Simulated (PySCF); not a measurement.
A side-by-side comparison of computed properties.

First species: C₆H₅ClOSi.
Numbering: `[Cl:1][C:2]1=[C:3]2[CH:4]=[CH:5][CH:6]=[C:7]2[O:8][SiH2:9]1` (hydrogens: H10 on C4; H11 on C5; H12 on C6; H13, H14 on Si9)

Second species: C2H10O2Si3.
SMILES with atom numbers: `[O:1]=[CH:2][O:3][SiH2:4][CH:5]([SiH3:6])[SiH3:7]` (hydrogens: H8 on C2; H9, H10 on Si4; H11 on C5; H12, H13, H14 on Si6; H15, H16, H17 on Si7)

Levels: CAM-B3LYP/def2-SVPD for dipole moment, HOMO energy, LUMO energy, HOMO–LUMO gap, static isotropic polarisability and electronic spatial extent ⟨r²⟩ about the centre of nuclear charge; TDDFT CAM-B3LYP/def2-SVPD for lowest singlet excitation; TDA CAM-B3LYP/def2-SVPD for lowest triplet excitation (Tamm–Dancoff); GFN2-xTB for rotational constant A and rotational constant C. Geometries: GFN2-xTB. Each species is one conformer at its optimised geometry, gas phase, non-relativistic unless stated. Electronic properties by PySCF.

The conformers computed, where there is a choice (atom-mapped SMILES and torsion angles):
- `[O:1]=[CH:2][O:3][SiH2:4][CH:5]([SiH3:6])[SiH3:7]`: O1–C2–O3–Si4 -2°, C2–O3–Si4–C5 79°, O3–Si4–C5–Si6 -51°

```tsv
property	column X	column Y
dipole moment	0.74 D	1.96 D
HOMO energy	-7.35 eV	-9.95 eV
LUMO energy	-1.22 eV	0.75 eV
HOMO–LUMO gap	6.13 eV	10.70 eV
lowest singlet excitation	2.86 eV	5.84 eV
lowest triplet excitation (Tamm–Dancoff)	1.94 eV	5.30 eV
static isotropic polarisability	109.7 au	106.9 au
electronic spatial extent ⟨r²⟩ about the centre of nuclear charge	1519 bohr²	1591 bohr²
rotational constant A	1.792 GHz	2.240 GHz
rotational constant C	0.703 GHz	0.738 GHz
```

(1) Which column belongs to which species?

(2) How does each property change from the first species to the second?

## Answers

(1) Column X is the first species and column Y the second. The first has 14 atoms and 80 electrons, the second 17 and 80.

(2) dipole moment +1.22 D; HOMO energy -2.60 eV; LUMO energy +1.97 eV; HOMO–LUMO gap +4.57 eV; lowest singlet excitation +2.98 eV; lowest triplet excitation (Tamm–Dancoff) +3.36 eV; static isotropic polarisability -2.8 au; electronic spatial extent ⟨r²⟩ about the centre of nuclear charge +72 bohr²; rotational constant A +0.448 GHz; rotational constant C +0.035 GHz.

On the first: The polarisability is 16.25 Å³ as a volume (1 au = 0.148185 Å³), or 1.37 au for each of the 80 electrons. In wavenumbers S1 is 23000 cm⁻¹ (1 eV = 8065.54 cm⁻¹).

On the second: S1 lies 4.86 eV below the HOMO–LUMO gap; its leading configuration is HOMO→LUMO, weight 0.35. In atomic units the dipole is 0.77 e·bohr (1 au = 2.5417 D).
